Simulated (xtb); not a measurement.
O2Si, triplet, from a rough starting geometry (a higher spin typed on purpose: for a closed-shell molecule this is an excited state); GFN2-xTB (xtb 6.7.1).

xtb was given this input:
```
$ xtb mol.xyz --gfn 2 --uhf 2 --opt vtight --json

# file mol.xyz
3

O     -1.45932581     0.11141728    -0.00358386
Si    -0.02103351    -0.04259940     0.02521497
O      1.49421016    -0.14229291     0.01007743
```

Output, abridged:

```
   ID    Z sym.   atoms
    1    8 O      1, 3
    2   14 Si     2

           -------------------------------------------------
          |                Calculation Setup                |
           -------------------------------------------------

           -------------------------------------------------
          |                 G F N 2 - x T B                 |
           -------------------------------------------------

          ...................................................
          :                      SETUP                      :
          :.................................................:
          :  # basis functions                  18          :
          :  # atomic orbitals                  17          :
          :  # shells                            7          :
          :  # electrons                        16          :
          :  max. iterations                   250          :
          :  Hamiltonian                  GFN2-xTB          :
          :  restarted?                      false          :
          :  GBSA solvation                  false          :
          :  PC potential                    false          :
          :  electronic temp.          300.0000000     K    :
          :  accuracy                    1.0000000          :
          :  -> integral cutoff          0.2500000E+02      :
          :  -> integral neglect         0.1000000E-07      :
          :  -> SCF convergence          0.1000000E-05 Eh   :
          :  -> wf. convergence          0.1000000E-03 e    :
          :  Broyden damping             0.4000000          :
          :  net charge                          0          :
          :  unpaired electrons                  2          :
          ...................................................

 iter      E             dE          RMSdq      gap      omega  full diag
   1     -9.7320606 -0.973206E+01  0.186E+01    1.19       0.0  T
   2     -9.6567115  0.753492E-01  0.109E+01    0.55       1.0  T
   3     -9.4307417  0.225970E+00  0.132E+01    0.13       1.0  T
   4     -9.6240116 -0.193270E+00  0.902E+00    0.20       1.0  T
   5     -9.7094885 -0.854769E-01  0.638E+00    0.28       1.0  T
   6     -9.7641044 -0.546159E-01  0.178E+00    0.43       1.0  T
   7     -9.6755887  0.885157E-01  0.472E+00    0.54       1.0  T
   8     -9.7138464 -0.382577E-01  0.369E+00    0.56       1.0  T
   9     -9.7197908 -0.594443E-02  0.345E+00    0.47       1.0  T
[...]
 * total energy  :    -9.7380620 Eh     change       -0.2202502E-01 Eh
 * total energy  :    -9.7465844 Eh     change       -0.8522463E-02 Eh
 * total energy  :    -9.7531451 Eh     change       -0.6560666E-02 Eh
 * total energy  :    -9.7654625 Eh     change       -0.1231736E-01 Eh
 * total energy  :    -9.7729374 Eh     change       -0.7474938E-02 Eh
 * total energy  :    -9.7749886 Eh     change       -0.2051210E-02 Eh
 * total energy  :    -9.7763073 Eh     change       -0.1318633E-02 Eh
 * total energy  :    -9.7765556 Eh     change       -0.2483942E-03 Eh
 * total energy  :    -9.7766297 Eh     change       -0.7410199E-04 Eh
 * total energy  :    -9.7766351 Eh     change       -0.5322014E-05 Eh
 * total energy  :    -9.7766367 Eh     change       -0.1677202E-05 Eh
 * total energy  :    -9.7766368 Eh     change       -0.5154406E-07 Eh
   *** GEOMETRY OPTIMIZATION CONVERGED AFTER 14 ITERATIONS ***
         :: total energy              -9.776636800513 Eh    ::
[...]
        13                         -0.0174983              -0.4762
        14                          0.0433703               1.1802
        15                          0.0972812               2.6472
        16                          0.6735225              18.3275
        17                          0.9064500              24.6658
      -------------------------------------------------------------
                  HL-Gap            0.1117191 Eh            3.0400 eV
             Fermi-level           -0.3985709 Eh          -10.8457 eV

     #   Z          covCN         q      C6AA      α(0)
     1   8 O        0.771    -0.255    19.027     5.846
     2  14 Si       1.542     0.511   182.991    28.822
     3   8 O        0.771    -0.255    19.027     5.846

 Mol. C6AA /au·bohr⁶  :        471.522243
 Mol. C8AA /au·bohr⁸  :      22695.200526
 Mol. α(0) /au        :         40.514411

Wiberg/Mayer (AO) data.
largest (>0.10) Wiberg bond orders for each atom

 ---------------------------------------------------------------------------
     #   Z sym  total        # sym  WBO       # sym  WBO       # sym  WBO
 ---------------------------------------------------------------------------
     1   8 O    2.134 --     2 Si   1.728     3 O    0.406
     2  14 Si   3.457 --     1 O    1.728     3 O    1.728
     3   8 O    2.134 --     2 Si   1.728     1 O    0.406
 ---------------------------------------------------------------------------

Topologies differ in total number of bonds
Writing topology from bond orders to xtbtopo.mol

molecular dipole:
                 x           y           z       tot (Debye)
 q only:       -0.064      -0.668       0.489
   full:       -0.085      -0.881       0.645       2.784
molecular quadrupole (traceless):
                xx          xy          yy          xz          yz          zz
 q only:       -3.253       0.444       1.741      -0.061      -0.370       1.512
  q+dip:       -3.758       0.520       2.090      -0.090      -0.667       1.668
   full:       -5.199       0.664       2.350       0.017       0.745       2.849

optimized geometry written to: xtbopt.xyz

           -------------------------------------------------
          | TOTAL ENERGY               -9.776636800513 Eh   |
          | GRADIENT NORM               0.000142316355 Eh/α |
          | HOMO-LUMO GAP               3.040031852170 eV   |
           -------------------------------------------------

normal termination of xtb
```
